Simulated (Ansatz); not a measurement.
Species: H₂BSeO, charge 0, doublet. H2BSeO (SMILES B(O)[Se], doublet).
B3LYP-D3(BJ)/def2-TZVP minimum from Ansatz (a program for electronic structure):
```
B
O 1 1.3529
H 2 0.9632 1 115.82
H 1 1.1930 2 118.44 3 180.00
Se 1 1.9444 4 115.35 2 180.00
```
Charge 0, spin multiplicity 2.

Total energies in aug-cc-pVDZ, 17 correlated electrons, 16 frozen orbitals. Open shells are spin-unrestricted; no spin-orbit coupling. Cores are frozen in correlated methods (noble-gas shells, and filled d and f shells in the p block). No relativity.

```tsv
method	program	energy (Eh)	minus CCSDT(Q) (mEh)
HF	Ansatz	-2500.60085	424.54
MP2	Ansatz	-2500.98221	43.18
CCSD	Ansatz	-2501.01045	14.93
CCSD(T)	Ansatz	-2501.02346	1.92
CCSDT(Q)	Ansatz	-2501.02538	0.00
```

Rough core times of Ansatz's runs on a shared machine: CCSD(T) 2 min, CCSDT(Q) 40 min.
